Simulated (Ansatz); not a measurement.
Ansatz (a program for electronic structure) input:

Ansatz 0.2 input:
```yaml
crystal:
  periodic: [false, false, false]
  atoms:
    - {symbol: B, position_ang: [0.62101453, 0.12261381, -0.04800378]}
    - {symbol: F, position_ang: [1.28275102, 1.29105492, 0.38284677]}
    - {symbol: F, position_ang: [1.58510289, -0.74313855, -0.60482012]}
    - {symbol: C, position_ang: [-0.77646600, -0.13817513, 0.06094401]}
    - {symbol: H, position_ang: [-1.48567732, 0.55677206, 0.49873496]}
    - {symbol: H, position_ang: [-1.24611121, -1.05361760, -0.28434544]}
basis:
  gaussian:
    orbitals: def2-TZVP
hamiltonian:
  xc: b3lyp
  dispersion: d3bj
total_charge: -1
relax: {f_tol: 0.002, max_steps: 150}
```

### Question
What final total energy does it print?

### Answer
-264.10501 Eh (B3LYP-D3(BJ)/def2-TZVP). The basis has 136 functions. The run takes roughly 28 core-seconds.

It need not be the lowest isomer of its formula. Whether it binds its extra electron was not tested at this geometry.
